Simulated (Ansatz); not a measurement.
Compare A (`C#[C][AlH][CH2]C`) with its isomer B (`C[C]1([AlH2])C=C1`).

Computed with Ansatz on PBE0-D4/def2-TZVP structures; ΔE is electronic, products minus reactants. CCSD(T)/CBS is the MP2 limit (def2-TZVPP, def2-QZVPP) plus CCSD(T) − MP2 in def2-TZVPP, frozen cores. Functionals use def2-TZVPP. B3LYP here is the variant with VWN-RPA as its local correlation; programs differ in this. One conformer a species, not always the lowest.

Q: Which is lower in electronic energy at CCSD(T)/CBS, and by how much? (Estimate.)

A: The calculation gave: A, by 177.0 kJ/mol.

Q: Give E(B) − E(A) in kJ/mol with CCSD/def2-TZVPP, HF/def2-TZVPP, MP2/def2-TZVPP, PBE-D4, B2PLYP, PBE0-D4, B3LYP-D4. (An estimate is asked.)

A: Ansatz gave: CCSD/def2-TZVPP 181.0, HF/def2-TZVPP 199.1, MP2/def2-TZVPP 175.7, PBE-D4 149.0, B2PLYP 182.1, PBE0-D4 150.9, B3LYP-D4 173.4. None reverses the order clearly.

Largest T1 diagnostic: 0.011.

In def2-TZVPP, CCSD(T) changes the Hartree–Fock value by −21.2 kJ/mol (the triples alone add −3.1 kJ/mol) and MP2 by −23.4 kJ/mol. The D4 term adds −5.4 kJ/mol with B3LYP and −2.6 kJ/mol with PBE0; it sums over pairs of atoms, weighted by their polarisabilities, and B3LYP, whose exchange is more repulsive, gets the larger term.
